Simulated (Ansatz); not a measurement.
Ansatz (a first-principles code) input:

Ansatz 0.2 input:
```yaml
crystal:
  periodic: [false, false, false]
  atoms:
    - {symbol: Li, position_ang: [-1.15212696, -0.65582950, -0.97959137]}
    - {symbol: C, position_ang: [0.28405619, 0.16169436, 0.24151765]}
    - {symbol: H, position_ang: [0.84732009, -0.59794082, 0.80975843]}
    - {symbol: H, position_ang: [-0.13438806, 0.85170261, 0.99384898]}
    - {symbol: H, position_ang: [1.03911172, 0.74356056, -0.31393917]}
basis:
  gaussian:
    orbitals: def2-TZVPP
hamiltonian:
  xc: pbe
total_charge: -1
magnetization: {spin_polarized: true, initial_magnetization: 1}
correlation: {method: rpa, electrons: outside_noble_gas}
```

Problem. Which total energy does the run end on?

Solution. -47.39677 Eh (RPA@PBE/def2-TZVPP). The basis has 92 functions.
